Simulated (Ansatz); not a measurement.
Ansatz (a first-principles code) input (CCSD(T)/6-31G):

Ansatz 0.2 input:
```yaml
crystal:
  periodic: [false, false, false]
  atoms:
    - {symbol: C, position_ang: [-1.65379895, 0.40690314, 0.92845921]}
    - {symbol: B, position_ang: [-0.42334994, 0.10800340, 0.25087792]}
    - {symbol: S, position_ang: [0.59735541, 1.30912866, -0.80445028]}
    - {symbol: S, position_ang: [0.32526368, -1.63198527, 0.23846254]}
    - {symbol: H, position_ang: [-2.17411608, 1.35779536, 0.83207386]}
    - {symbol: H, position_ang: [-2.15603055, -0.31249130, 1.57083258]}
    - {symbol: H, position_ang: [-0.02238238, 2.43911562, -0.42025840]}
    - {symbol: H, position_ang: [1.63016716, -1.30014983, 0.24801117]}
basis:
  gaussian:
    orbitals: 6-31G
total_charge: -1
magnetization: {spin_polarized: false}
correlation: {method: ccsd_t, electrons: outside_noble_gas}
```

Output:

```
Functional definition: HF
integrals: 0.03 GiB planned
661 factors; integrals over basis functions are off by at most 2.9e-4 eV
0.40 GiB of device memory are held for the factors and their scratch space
mean field: 0.17 GiB planned
mean field evaluation 1: about -23395.5113 eV, gradient 2.5e1 eV
mean field evaluation 2: about -23395.5147 eV, gradient 2.5e1 eV
mean field evaluation 4: about -23397.8048 eV, gradient 2.5e0 eV
mean field evaluation 8: about -23397.8417 eV, gradient 5.8e-5 eV
mean field evaluation 16: about -23397.8000 eV, gradient 2.5e0 eV
mean field -23397.84131062 eV, -859.8548085387 hartree, gradient 1.7e-6 eV, S^2 0.000000; 0 other end points of the search recorded, 0 dependent functions left out
12 core orbitals not correlated
reference -23397.84131062 eV, -859.8548085387 hartree; 12, 12 occupied and 28, 28 virtual orbitals, 661 factors
second order -7.01272706 eV of doubles, -0.00000000 eV of singles
coupled cluster: 0.20 GiB planned
cycle   1  -7.69369043 eV  change   -6.8e-1 eV  update   8.4e-2
cycle   2  -8.03153983 eV  change   -3.4e-1 eV  update   3.1e-2
cycle   3  -8.09861902 eV  change   -6.7e-2 eV  update   1.2e-2
cycle   4  -8.10205950 eV  change   -3.4e-3 eV  update   4.0e-3
cycle   5  -8.10138375 eV  change    6.8e-4 eV  update   1.2e-3
cycle   6  -8.10108669 eV  change    3.0e-4 eV  update   3.8e-4
cycle   7  -8.10102366 eV  change    6.3e-5 eV  update   1.2e-4
cycle   8  -8.10104638 eV  change   -2.3e-5 eV  update   4.3e-5
cycle   9  -8.10104312 eV  change    3.3e-6 eV  update   1.6e-5
perturbative correction -0.22425940 eV, -0.0082413810 hartree
Total energy: -23406.16661314 eV, -860.1607577633 hartree
```

It need not be the lowest isomer of its formula. Whether it binds its extra electron was not tested at this geometry.
